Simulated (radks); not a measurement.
Values are calculated unless marked as measured or tabulated.
Problem. These are the eigenvalues of the occupied orbitals of an atom or ion with whole-number occupations (hartree). Level of theory: scalar-relativistic Kohn-Sham, LB94 model potential, spin-polarised, spherical densities, finite nucleus; Fermi nuclear charge, rms radius of each element as measured or else 0.836 A^(1/3) + 0.57 fm (a radial shooting solver on a logarithmic mesh with Libxc functionals).

orbital  eigenvalue
1s down   -1480.700
1s up     -1480.689
2s up     -277.6203
2s down   -277.5942
2p up     -254.4012
2p down   -254.4003
3s up     -93.53318
3s down   -93.14223
3p up     -86.12515
3p down   -85.73003
3d up     -76.13129
3d down   -75.74420

Which element is it, and in what charge state? The configuration may be excited. Open shells, if any, are filled with parallel spins first.

Solution. Z = 57, lanthanum, charge +32: La32+ in [Ar] 3d7. The list shows which subshells hold electrons but not how many an open one holds; the 1s level, -1480.7 hartree, gives Z - s = 54.4 by -(Z - s)^2/2, which with screening and relativity narrows Z to a few neighbours, and the depths of the outer levels then fix element, charge and occupations together.
